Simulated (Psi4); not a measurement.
CH4AlFS (SMILES [CH3][Al]([F])[SH]), singlet, at a GFN2-xTB geometry (such geometries of metal compounds can be far from the true shape); CCSD(T)/cc-pVDZ (Psi4).

The Psi4 input:
```
memory 2 GB

molecule mol {
0 1
Al   -0.336867    0.220389   -0.170901
F    -1.850896   -0.361585   -0.475775
C     0.145298    2.099588   -0.572787
H     0.965307    2.174216   -1.290257
H     0.459369    2.647960    0.317941
H    -0.712782    2.623357   -0.997031
S     1.088213   -1.210511    0.698944
H     2.042244   -0.285689    0.726647
}

set {
  basis cc-pvdz
  reference rhf
  freeze_core true
}

energy('ccsd(t)')
print_variables()
```

Write the output that Psi4 gives for this input, abridged.


```
   => Loading Basis Set <=

    Name: CC-PVDZ
    Role: ORBITAL
    Keyword: BASIS

         ---------------------------------------------------------
                                   SCF
               by Justin Turney, Rob Parrish, Andy Simmonett
                          and Daniel G. A. Smith
                              RHF Reference
         ---------------------------------------------------------

  ==> Geometry <==

    Molecular point group: c1
    Full point group: C1

    Geometry (in Angstrom), charge = 0, multiplicity = 1:

       Center              X                  Y                   Z               Mass
    ------------   -----------------  -----------------  -----------------  -----------------
         AL          -0.284287776144     0.297154980277    -0.176973162686    26.981538530000
         F           -1.798316776144    -0.284819019723    -0.481847162686    18.998403162730
         C            0.197877223856     2.176353980277    -0.578859162686    12.000000000000
         H            1.017886223856     2.250981980277    -1.296329162686     1.007825032230
         H            0.511948223856     2.724725980277     0.311868837314     1.007825032230
         H           -0.660202776144     2.700122980277    -1.003103162686     1.007825032230
         S            1.140792223856    -1.133745019723     0.692871837314    31.972071174400
         H            2.094823223856    -0.208923019723     0.720574837314     1.007825032230

  Running in c1 symmetry.

  Rotational constants: A =      0.18554  B =      0.09781  C =      0.06481 [cm^-1]
  Rotational constants: A =   5562.21943  B =   2932.30476  C =   1942.88914 [MHz]
  Nuclear repulsion =  193.793643074979315

  Charge       = 0
  Multiplicity = 1
  Electrons    = 48
  Nalpha       = 24
  Nbeta        = 24

  ==> Algorithm <==

  SCF Algorithm Type is PK.
  DIIS enabled.
  MOM disabled.
  Fractional occupation disabled.
  Guess Type is SAD.
  Energy threshold   = 1.00e-08
  Density threshold  = 1.00e-08
  Integral threshold = 1.00e-12

  ==> Primary Basis <==

  Basis Set: CC-PVDZ
    Blend: CC-PVDZ
    Number of shells: 40
    Number of basis functions: 84
    Number of Cartesian functions: 88
    Spherical Harmonics?: true
    Max angular momentum: 2

  ==> Integral Setup <==

  Using in-core PK algorithm.
   Calculation information:
      Number of atoms:                   8
      Number of AO shells:              40
      Number of primitives:            164
      Number of atomic orbitals:        88
      Number of basis functions:        84

      Integral cutoff                 1.00e-12
      Number of threads:                 1

  Performing in-core PK
  Using 12748470 doubles for integral storage.
  We computed 315876 shell quartets total.
  Whereas there are 336610 unique shell quartets.

  ==> DiskJK: Disk-Based J/K Matrices <==

    J tasked:                  Yes
    K tasked:                  Yes
    wK tasked:                  No
    Schwarz Cutoff:          1E-12

  Minimum eigenvalue in the overlap matrix is 1.7634859769E-02.
  Reciprocal condition number of the overlap matrix is 3.4371402615E-03.
    Using symmetric orthogonalization.

  ==> Pre-Iterations <==

  SCF Guess: Superposition of Atomic Densities via on-the-fly atomic UHF (no occupation information).

   -------------------------
    Irrep   Nso     Nmo
   -------------------------
     A         84      84
   -------------------------
    Total      84      84
   -------------------------

  ==> Iterations <==

                        Total Energy        Delta E     RMS |[F,P]|

   @RHF iter SAD:  -778.11819847413392   -7.78118e+02   0.00000e+00
   @RHF iter   1:  -779.08895754040225   -9.70759e-01   6.02806e-03 DIIS/ADIIS
   @RHF iter   2:  -779.19134441867391   -1.02387e-01   3.35497e-03 DIIS/ADIIS
   @RHF iter   3:  -779.22032241678312   -2.89780e-02   4.70200e-04 DIIS/ADIIS
   @RHF iter   4:  -779.22159681178778   -1.27440e-03   1.79061e-04 DIIS/ADIIS
   @RHF iter   5:  -779.22181156282033   -2.14751e-04   3.52919e-05 DIIS
   @RHF iter   6:  -779.22182074712805   -9.18431e-06   8.99343e-06 DIIS
   @RHF iter   7:  -779.22182142384668   -6.76719e-07   2.19469e-06 DIIS
   @RHF iter   8:  -779.22182147818739   -5.43407e-08   5.58250e-07 DIIS
   @RHF iter   9:  -779.22182148173692   -3.54953e-09   1.34090e-07 DIIS
   @RHF iter  10:  -779.22182148191132   -1.74396e-10   2.86440e-08 DIIS
   @RHF iter  11:  -779.22182148191928   -7.95808e-12   6.92321e-09 DIIS
  Energy and wave function converged.

  ==> Post-Iterations <==

    Orbital Energies [Eh]
    ---------------------

    Doubly Occupied:

[...]
    Virtual:

[...]
    Final Occupation by Irrep:
              A
    DOCC [    24 ]
    NA   [    24 ]
    NB   [    24 ]

  @RHF Final Energy:  -779.22182148191928

   => Energetics <=

    Nuclear Repulsion Energy =            193.7936430749793146
    One-Electron Energy =               -1466.4124033891034742
    Two-Electron Energy =                 493.3969388322048530
    Total Energy =                       -779.2218214819192781

Computation Completed

Properties will be evaluated at   0.000000,   0.000000,   0.000000 [a0]

Properties computed using the SCF density matrix

 Multipole Moments:

 ------------------------------------------------------------------------------------
     Multipole            Electronic (a.u.)      Nuclear  (a.u.)        Total (a.u.)
 ------------------------------------------------------------------------------------

 L = 1.  Multiply by 2.5417464519 to convert [e a0] to [Debye]
 Dipole X            :         -4.1421906            4.7692941            0.6271035
 Dipole Y            :         -6.0185672            6.9631779            0.9446107
 Dipole Z            :          0.4698194           -0.5507981           -0.0809787
 Magnitude           :                                                    1.1367083

 ------------------------------------------------------------------------------------

[...]
	SCF energy                   =   -779.22182148191928
	One-electron energy          =   -167.25911048150087
	Two-electron energy          =     75.31425987780068
	Reference energy             =   -779.22182148191848

            **************************
            *                        *
            *        CCENERGY        *
            *                        *
            **************************

    Nuclear Rep. energy (wfn)     =  193.793643074979315
    SCF energy          (wfn)     = -779.221821481919278
    Reference energy    (file100) = -779.221821481918482

    Input parameters:
    -----------------
    Wave function   =     CCSD_T
    Reference wfn   =     RHF
    Brueckner       =     No
    Maxiter         =     50
    R_Convergence   =     1.0e-07
    E_Convergence   =     1.0e-06
    Restart         =     Yes
    DIIS            =     Yes
    AO Basis        =     NONE
    ABCD            =     NEW
    Cache Level     =     2
    Cache Type      =     LOW
    Print Level     =     1
    Num. of threads =     1
    # Amps to Print =     10
    Print MP2 Amps? =     No
    Analyze T2 Amps =     No
    Print Pair Ener =     No
    Local CC        =     No
    SCS-MP2         =     False
    SCSN-MP2        =     False
    SCS-CCSD        =     False

MP2 correlation energy -0.5280018848749156
                Solving CC Amplitude Equations
                ------------------------------
  Iter             Energy              RMS        T1Diag      D1Diag    New D1Diag    D2Diag
  ----     ---------------------    ---------   ----------  ----------  ----------   --------
     0        -0.528001884874916    0.000e+00    0.000000    0.000000    0.000000    0.127096
     1        -0.551299398843908    7.039e-02    0.009342    0.026875    0.026875    0.139386
     2        -0.563623558034699    2.378e-02    0.009647    0.027102    0.027102    0.144907
     3        -0.566761999432031    1.130e-02    0.011442    0.033583    0.033583    0.147457
     4        -0.566768535342721    2.527e-03    0.011843    0.035253    0.035253    0.147862
     5        -0.566754922900670    9.609e-04    0.011972    0.035994    0.035994    0.147966
     6        -0.566756759611497    3.115e-04    0.012021    0.036291    0.036291    0.147979
     7        -0.566752503608411    9.809e-05    0.012030    0.036370    0.036370    0.147976
     8        -0.566751875795280    3.242e-05    0.012031    0.036389    0.036389    0.147975
     9        -0.566752488641589    1.206e-05    0.012031    0.036394    0.036394    0.147975
    10        -0.566752228619457    4.737e-06    0.012031    0.036396    0.036396    0.147975
    11        -0.566752173770186    1.711e-06    0.012031    0.036395    0.036395    0.147975
    12        -0.566752125081428    5.745e-07    0.012031    0.036395    0.036395    0.147975
    13        -0.566752121090970    2.445e-07    0.012031    0.036395    0.036395    0.147975
    14        -0.566752120570329    7.695e-08    0.012031    0.036395    0.036395    0.147975

    Iterations converged.

    Largest TIA Amplitudes:
              5   0         0.0285344048
             11   0         0.0169689423
              3   1         0.0138728362
              5  14        -0.0127354329
              4   2        -0.0120417889
              9   1         0.0117733608
              4   4         0.0109229303
              4  13         0.0091487291
              4   7         0.0086222594
              8  31        -0.0076894156

    Largest TIjAb Amplitudes:
      5   5  36  36        -0.0362469153
      8   8   2   2        -0.0323591872
      7   7  26  26        -0.0299202574
     11  11  21  21        -0.0291799769
      3   3  37  37        -0.0290855764
     11  11  20  20        -0.0287900317
      7   7   5   5        -0.0274463359
      4   4  40  40        -0.0253829955
      6   6   6   6        -0.0250353745
     11  11   0   0        -0.0242365282

    SCF energy       (wfn)                    = -779.221821481919278
    Reference energy (file100)                = -779.221821481918482

    Opposite-spin MP2 correlation energy      =   -0.397364073138651
    Same-spin MP2 correlation energy          =   -0.130637811736265
    Singles MP2 correlation energy            =   -0.000000000000000
    MP2 correlation energy                    =   -0.528001884874916
      * MP2 total energy                      = -779.749823366793407

    Opposite-spin CCSD correlation energy     =   -0.446337928795485
    Same-spin CCSD correlation energy         =   -0.120414191774844
    Singles CCSD correlation energy           =    0.000000000000000
    CCSD correlation energy                   =   -0.566752120570329
      * CCSD total energy                     = -779.788573602488782

            **************************
            *                        *
            *        CCTRIPLES       *
            *                        *
            **************************

    Wave function   =    CCSD_T
    Reference wfn   =      RHF

    Nuclear Rep. energy (wfn)                =  193.793643074979315
    SCF energy          (wfn)                = -779.221821481919278
    Reference energy    (file100)            = -779.221821481918482
    CCSD energy         (file100)            =   -0.566752120570329
    Total CCSD energy   (file100)            = -779.788573602488782

    Number of ijk index combinations:              364
    Approx. words needed per explicit thread:          864000
    Number of threads for explicit ijk threading:    1

    MKL num_threads set to 1 for explicit threading.

    (T) energy                                =   -0.012902026261896
      * CCSD(T) total energy                  = -779.801475628750723

  Variable Map:
  ----------------------------------------------------------------------------
[...]
  Array Variable Map:
  ----------------------------------------------------------------------------
[...]
[...]
```
